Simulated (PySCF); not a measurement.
Which determinant of ZnO lies lowest?

Unrestricted PBE0; basis Zn cc-pVDZ-PP with ECP10, O cc-pVDZ; scalar-relativistic core potentials; PySCF 2.14. Outer shells of the fragments: Zn 3d10 4s2; O 2s2 2p4.

Followed along the bond (rough minima from three points):

```json
{"2Ms+1": "3", "unpaired": "σ ↑, π ↑", "⟨S²⟩ at the start": "2.01", "R at minimum (Å)": "1.86", "Te (eV)": "0.00"}
{"2Ms+1": "1", "unpaired": "σ ↓, π ↑", "⟨S²⟩ at the start": "1.01", "R at minimum (Å)": "1.84", "Te (eV)": "0.17"}
{"2Ms+1": "1", "unpaired": "none", "⟨S²⟩ at the start": "0.00", "R at minimum (Å)": "1.68", "Te (eV)": "0.26"}
```

Solutions found at the starting distance of 1.790 Å, counted from the lowest of them; the search is not exhaustive and high or unbound solutions are not listed, so other states can lie among these:

```tsv
2Ms+1	unpaired	term	E (eV)	⟨S²⟩	⟨Lz²⟩	μ (D)
3	σ ↑, π ↑	³Π	0.00	2.01	1.01	-1.84
1	σ ↓, π ↑	mixed	0.16	1.01	1.01	-1.98
1	none	¹Σ⁺	0.37	0.00	0.00	-5.06
3	σ ↑↑	³Σ⁺	1.65	2.00	0.00	-2.56
3	π ↑↑	³Σ⁻	3.08	2.01	0.00	3.10
1	π ↑↓	mixed	3.79	1.00	2.01	2.98
```

A term symbol is given only where ⟨S²⟩ and ⟨Lz²⟩ are close to those of a pure state; real π, δ and φ orbitals otherwise mix terms. A positive dipole means Zn(−)O(+).

Counting both spins, an empty level lies below a filled one in some of these solutions, because spin and occupation are held.
